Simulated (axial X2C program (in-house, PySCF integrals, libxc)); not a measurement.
**CuC⁺: properties at the nuclei**

Calculated with an axial X2C code built on PySCF integrals: two-component X2C with atomic mean-field Coulomb and Gaunt terms, Gaussian nuclei, basis Cu dyall-cv3z, C dyall-v3z with contracted cores.

R = 1.816 Å (near the PBE0 minimum at charge 1 of the determinant lowest at the starting distance; the state shown can have its own minimum elsewhere).

Input and command:
```json
{"zs": [29, 6], "q": 1, "bas": ["dyall-cv3z", "dyall-v3z"], "r0": 1.82, "levels": ["PBE0", "HF", "PBE50", "BP86", "r2SCAN"], "nst": 3}
```
```bash
python soeom.py task.json out
```

Keys: zs atomic numbers; q charge; bas basis sets; r0 starting distance in Å; levels methods; nst determinants followed.

Determinant lowest in the PBE0 search, Ω = 2 (⟨Sz⟩ = 1.00, ⟨Lz⟩ = 1.00 at PBE0), spin on the atoms Cu 0.12, C 0.88:

```tsv
level	Eeff magnitude (GV/cm)	Ws magnitude Cu (kHz)	A∥/gI Cu (MHz)	qzz Cu (a.u.)	A∥/gI C (MHz)	qzz C (a.u.)
PBE0	0.972	0.19	574	0.28	130	-0.43
HF	0.897	0.176	317	-0.82	150	-0.61
PBE50	1.02	0.199	466	-0.18	133	-0.51
BP86	0.856	0.164	735	0.83	131	-0.33
r2SCAN	0.861	0.169	663	0.53	138	-0.36
```

Determinant 0.33 eV from it at PBE0 and this distance, Ω = 0 (closed shell), highest spinor 64% C p, 19% Cu s, 12% Cu d:

```csv
level,qzz Cu (a.u.),qzz C (a.u.)
PBE0,0.27,-1.93
HF,-1.29,-2.36
PBE50,-0.38,-2.09
BP86,0.96,-1.68
r2SCAN,0.57,-1.76
```

Eeff is the effective electric field on the electron electric dipole moment in this Ω state and Ws the scalar–pseudoscalar constant of the nucleus named (defined with the proton number Z and per Ω); A∥ (defined per Ω) follows by multiplying with gI = μI/(I μN); qzz is the electric field gradient, eQq0 = 234.96 MHz × Q/barn × qzz. The operators were transformed with the bare-nucleus X2C matrices; with these basis sets, hyperfine constants and field gradients can be off by tens of per cent, and where levels differ in sign neither size nor sign is settled.

Task: With gI(13C) = 1.4048 (g factors from the IAEA table of nuclear moments by Stone), turn the PBE0 values of the first state into constants in MHz.

Result: A∥(13C) = 130 × 1.4048 = 183 MHz.

Each state is one determinant with collinear spin, which with several unpaired electrons need not be a pure state. Unrestricted Hartree–Fock can overshoot spin polarisation at the nuclei. With several open shells hyperfine constants can be off by a factor of several. Open-shell Ω = 0 determinants with evenly filled partner blocks cannot be reached by this program, so the Ω shown need not be the lowest component. At BP86 a later determinant lies lower. States lie within half an eV, so the first need not be the ground state. Further determinants of the search, some of them spin-mixed, are not shown. Where a field gradient or hyperfine factor spreads by more than a factor of two over the levels, a constant derived from it is not to be relied on. PBE0 term energies can be off by some tenths of an eV.
